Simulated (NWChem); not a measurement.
Species: C4H7Cl; SMILES CC/C=C\Cl

```xyz
12

C      0.5001     2.5046     0.3878
C      0.2405     1.3212    -0.5401
C     -0.9247     0.4908    -0.1119
C     -0.9380    -0.8170     0.1510
Cl     0.4453    -1.8515     0.0282
H      1.3507     3.1051     0.0318
H      0.7300     2.1648     1.4093
H     -0.3758     3.1702     0.4476
H      0.0453     1.6975    -1.5609
H      1.1353     0.6844    -0.6109
H     -1.8851     1.0057     0.0162
H     -1.8382    -1.3489     0.4658
```
Atoms are numbered in this order, from 1.

Structure relaxed at the PBE0/def2-SVP level. No frequency run checked for a minimum.

**Question.** List the 6 lowest vertical singlet excitations from B3LYP/def2-SVP, TDA (NWChem).

**Answer.** 
| state | energy (eV) | oscillator strength | leading excitation (squared amplitude) |
|---|---|---|---|
| S1 | 7.01 | 0.214 | HOMO → LUMO (0.46) |
| S2 | 7.05 | 0.006 | HOMO−1 → LUMO (0.89) |
| S3 | 7.20 | 0.196 | HOMO → LUMO+1 (0.38) |
| S4 | 7.58 | 0.005 | HOMO → LUMO+2 (0.90) |
| S5 | 8.09 | 0.013 | HOMO → LUMO+3 (0.84) |
| S6 | 8.25 | 0.002 | HOMO−2 → LUMO (0.57) |
